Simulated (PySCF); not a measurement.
A calculated (UHF, PySCF 2.14, jorge-DZP-DKH, scalar relativity by spin-free X2C-1e) atom or ion has these occupied shells.

| shell | electrons | orbital energy (eV) | rms radius, mean of both spins (bohr) |
| --- | --- | --- | --- |
| 1s α | 1 | -324.43 | 0.311 |
| 1s β | 1 | -323.63 | 0.311 |
| 2s α | 1 | -33.343 | 1.63 |
| 2s β | 1 | -29.629 | 1.63 |
| 2p α | 1 | -24.855 | 1.64 |

(1) Name the element and its charge.

## Answers

(1) C⁺ (carbon, charge +1), in [He] 2s2 2p1, 2P determinant.
